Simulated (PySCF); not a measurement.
C₉H₁₈Ge.
Atom-mapped SMILES: `[CH3:1][C@@H:2]1[CH2:3][C@@H:4]1[C@H:5]1[CH2:6][CH2:7][CH2:8][CH2:9][GeH2:10]1` (hydrogens: H11, H12, H13 on C1; H14 on C2; H15, H16 on C3; H17 on C4; H18 on C5; H19, H20 on C6; H21, H22 on C7; H23, H24 on C8; H25, H26 on C9; H27, H28 on Ge10)

Geometry (PBE0-D3(BJ)/def2-SVP, Å), atoms numbered from 1 in this order:
```
atom  x, y, z in Å
C1     2.585    0.419    1.627
C2     2.550   -0.661    0.578
C3     2.443   -0.323   -0.883
C4     1.304   -1.020   -0.188
C5    -0.024   -0.334    0.021
C6    -0.899   -0.385   -1.236
C7    -2.258    0.305   -1.110
C8    -3.247   -0.372   -0.159
C9    -2.833   -0.334    1.313
Ge10  -1.035   -1.087    1.536
H11    2.232    0.047    2.602
H12    1.957    1.280    1.354
H13    3.611    0.795    1.762
H14    3.198   -1.514    0.810
H15    2.294    0.732   -1.138
H16    3.048   -0.876   -1.606
H17    1.204   -2.088   -0.419
H18    0.147    0.727    0.273
H19   -0.336    0.069   -2.071
H20   -1.057   -1.440   -1.528
H21   -2.105    1.352   -0.790
H22   -2.716    0.361   -2.111
H23   -3.382   -1.422   -0.479
H24   -4.236    0.103   -0.277
H25   -3.560   -0.867    1.946
H26   -2.806    0.709    1.672
H27   -0.413   -0.728    2.902
H28   -1.079   -2.627    1.395
```

Level of theory: PBE0-D3(BJ)/def2-SVP geometry optimisation, gas phase (PySCF 2.14.0).

Take the most abundant isotopes and a rigid rotor. The values belong to one conformer with, in the numbering `[CH3:1][C@@H:2]1[CH2:3][C@@H:4]1[C@H:5]1[CH2:6][CH2:7][CH2:8][CH2:9][GeH2:10]1`, C3–C4–C5–C6 81°, C1–C2–C3–C4 -113°, C2–C3–C4–C5 113°, C4–C5–C6–C7 -179°, C5–C6–C7–C8 -68°.

Problem. Give the principal moments of inertia and the rotational constants in GHz.

Solution. Ia = 320.67, Ib = 760.12, Ic = 964.57 u·Å²; 505379 MHz·u·Å²/I gives 1576, 664.9 and 523.9 MHz, that is A = 1.5760, B = 0.6649, C = 0.5239 GHz.

Problem. Classify the top.

Solution. An asymmetric top. Ray's parameter κ = (2B − A − C)/(A − C) = -0.732; −1 is the prolate and +1 the oblate limit.

Problem. Is it planar, by Δ = Ic − Ia − Ib?

Solution. Not planar: Δ = Ic − Ia − Ib = -116.21 u·Å². For a rigid frame Δ = −2 Σ m c², so Σ m c² = 58.11 u·Å² lies off the ab plane: 25.59 from hydrogen and 32.51 from heavier atoms. The atom farthest from that plane is 1.92 Å away.

Problem. List the rotational levels J(Ka,Kc) to J = 4 (cm⁻¹).

Solution. Above 0(0,0):
J = 1: 1(0,1) 0.0397, 1(1,1) 0.0700, 1(1,0) 0.0747
J = 2: 2(0,2) 0.1185, 2(1,2) 0.1447, 2(1,1) 0.1588, 2(2,1) 0.2499, 2(2,0) 0.2504
J = 3: 3(0,3) 0.2354, 3(1,3) 0.2563, 3(1,2) 0.2844, 3(2,2) 0.3689, 3(2,1) 0.3714, 3(3,1) 0.5329, 3(3,0) 0.5329
J = 4: 4(0,4) 0.3893, 4(1,4) 0.4046, 4(1,3) 0.4513, 4(2,3) 0.5271, 4(2,2) 0.5343, 4(3,2) 0.6924, 4(3,1) 0.6927, 4(4,1) 0.9208, 4(4,0) 0.9208

Problem. Which types of transition are allowed, and where do some lines up to J = 3 fall?

Solution. The dipole components are |μa| = 0.17 D, |μb| = 0.50 D, |μc| = 0.38 D. Intensities carry the squares of the components, which stand as 0.11 : 1.00 : 0.59 (a : b : c). Some lines, for components of 0.1 D or more:

```tsv
type	branch	J(Ka,Kc)	MHz	lower level (cm⁻¹)
c	Q	2(1,2) ← 2(0,2)	785	0.118
c	Q	1(1,1) ← 1(0,1)	911	0.040
b	R	3(1,2) ← 2(2,1)	1034	0.250
b	Q	2(1,1) ← 2(0,2)	1208	0.118
b	Q	3(2,1) ← 3(1,2)	2607	0.284
b	R	3(0,3) ← 2(1,2)	2722	0.145
b	R	2(1,2) ← 1(0,1)	3148	0.040
c	R	2(2,1) ← 1(1,1)	5393	0.070
b	R	3(2,2) ← 2(1,1)	6300	0.159
c	R	3(2,1) ← 2(1,1)	6374	0.159
c	R	3(2,2) ← 2(1,2)	6723	0.145
b	R	3(2,1) ← 2(1,2)	6797	0.145
```

No PBE0-D3(BJ)/def2-SVP frequencies stand behind this structure, so it isn't proved a minimum. These are rigid-rotor constants of the computed structure; measured ground-state constants (B0) also hold zero-point vibration. A rigid rotor knows nothing of internal rotation, which can split or shift real lines.
